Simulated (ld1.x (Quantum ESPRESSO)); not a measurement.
## aluminium (Al): one change to an ultrasoft potential, before and after

- Element: aluminium (Al)
- Generator: ld1.x (Quantum ESPRESSO) 7.5
- Type: ultrasoft
- Functional: PBE
- Relativity: scalar-relativistic
- Frozen core: [Ne]
- Valence charge: 3
- Reference configuration: 3s2 3p1
- Partial waves: 3s (bound): rcut 1.80, rcutus 2.45 bohr; 3s channel at 2.5 Ry: rcut 1.80, rcutus 2.45 bohr; 3p (bound): rcut 1.80, rcutus 2.20 bohr; 3p channel at 0.55 Ry: rcut 1.80, rcutus 2.20 bohr
- Local potential: all-electron potential smoothed inside 1.80 bohr (lloc = -1)
- Core correction: none
- Augmentation charge: PSQ, inside the norm-conserving radii

All-electron outer shells of the reference configuration (PBE, scalar-relativistic, ld1.x):

```tsv
shell	level (eV)	outermost node (bohr)	outermost maximum (bohr)
2s	-108.17	0.16	0.50
2p	-69.64	–	0.43
3s	-7.75	0.80	2.09
3p	-2.71	0.82	2.64
```

Change: wave 3s channel at 2.5 Ry: rcut 1.80, rcutus 2.45 bohr becomes 3s channel at 0.44 Ry: rcut 1.80, rcutus 2.45 bohr.

Cutoffs: the cutoffs (Ry, on a coarse ladder) from which the occupation-weighted sum of valence levels, in a spherical-Bessel basis at the reference potential, stays within 10 and 1 mRy of its value at 400 Ry; they do not see the model core or the augmentation charge, which bear on the density cutoff. Errors are all-electron minus pseudo energies relative to the spin-unpolarised reference configuration.

Q: What does the change do?

A: Both files are so soft that the ladder of cutoffs tells neither apart; of the 7 tests that both files solve, the error grows in 0 and shrinks in 5 by more than 15 % and 0.3 meV (median size 20.1 → 7.9 meV); the range in which the s phases agree narrows (upper end at the end of the scan → 2.9); neither file shows a bound ghost.

```csv
quantity,base,changed
"cutoff, loose",6 Ry,6 Ry
"cutoff, tight",6 Ry,6 Ry
bound ghosts,none,none
"error for 3s2 3p0, meV [ΔE 5.76 eV]",-2.6,-0.7
"error for 3s1 3p0, meV [ΔE 24.99 eV]",+34,+11
"error for 3s2 3p0.5, meV [ΔE 2.09 eV]",-0.6,-0.1
"error for 3s1 3p1, meV [ΔE 11.57 eV]",+21,+7.9
"error for 3s1 3p2, meV [ΔE 5.14 eV]",+20,+12
"error for 3s2 3p1.3, meV [ΔE -0.57 eV]",-0.1,0.0
"error for 3s0 3p3, meV [ΔE 10.45 eV]",+61,+61
s: phases at 2.66 bohr within 0.05 rad from the reference energy up to (Ry; the scan ends near 5),to the end of the scan,2.9
p: phases at 2.66 bohr within 0.05 rad from the reference energy up to (Ry; the scan ends near 5),3.6,3.6
lowest overlap eigenvalue by channel,"s 0.69, p 0.79","s 0.45, p 0.79"
```
